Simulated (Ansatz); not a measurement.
Computed with Ansatz on PBE0-D4/def2-TZVP structures; ΔE is electronic, products minus reactants. CCSD(T)/CBS adds triple-zeta CCSD(T) − MP2 to the extrapolated MP2 energy (def2 sets, frozen cores). DFT in def2-TZVPP. B3LYP here is the variant with VWN-RPA as its local correlation; programs differ in this. Elements past krypton have def2 core potentials. For In, Se outer-core shells are correlated without core-valence functions, which leaves a few kJ/mol of doubt a bond. Scalar relativity is left out up to krypton. One conformer a species, not always the lowest.

Reaction (ligand exchange at the In–N bond): `C[NH][In]([CH3])[Cl]` + H₂Se → `[CH3][In]([Cl])[SeH]` + CH₃NH₂

```tsv
level	ΔE (kcal/mol)	difference from CCSD(T)/CBS
PBE-D4	-25.2	-0.9
r2SCAN-D4	-25.6	-1.3
PBE0-D4	-26.4	-2.1
B3LYP-D4	-25.1	-0.8
ωB97X-V	-24.2	0.1
B2PLYP	-24.9	-0.6
r2SCAN	-25.8	-1.5
PBE0	-26.7	-2.4
B3LYP	-25.5	-1.2
HF/def2-TZVPP	-27.9	-3.6
MP2/def2-TZVPP	-24.4	-0.1
CCSD/def2-TZVPP	-24.1	0.2
CCSD(T)/def2-TZVPP	-23.7	0.6
HF/CBS(def2)	-27.6	-3.3
MP2/CBS(def2)	-25.0	-0.7
CCSD/CBS(def2)	-24.7	-0.4
CCSD(T)/CBS	-24.3	0
```

Largest T1 diagnostic among the species: 0.013.

From PBE to PBE0 (25 % exact exchange), in def2-TZVPP and without D4, ΔE moves by −1.2 kcal/mol. In def2-TZVPP, CCSD(T) changes the Hartree–Fock value by +4.2 kcal/mol (the triples alone add +0.4 kcal/mol) and MP2 by +3.6 kcal/mol.
